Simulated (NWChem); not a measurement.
# TeF₄; SMILES F[Te](F)(F)F

```xyz
5

Te     0.0000     0.0000     0.2634
F      1.7670     0.0118    -0.4799
F      0.0118    -1.7670    -0.4799
F     -1.7670    -0.0118    -0.4799
F     -0.0118     1.7670    -0.4799
```
Atoms are numbered in this order, from 1.

This is a stationary point of PBE0/def2-SVP with def2 effective core potentials on Te (NWChem), point group C4v. def2 effective core potentials on Te; no spin-orbit coupling.

Problem. Is it a minimum? If not, what does it relax to?

Solution. No. It has an imaginary frequency of 83i cm⁻¹. Following that mode (on a finer grid) lowers the energy by 3.3 kcal/mol and ends, with real frequencies alone, at point group C2v:
```xyz
5

Te     0.0000     0.0000     0.2980
F      1.4518     0.0097    -0.9126
F      0.0128    -1.9229     0.0372
F     -1.4518    -0.0097    -0.9126
F     -0.0128     1.9229     0.0372
```
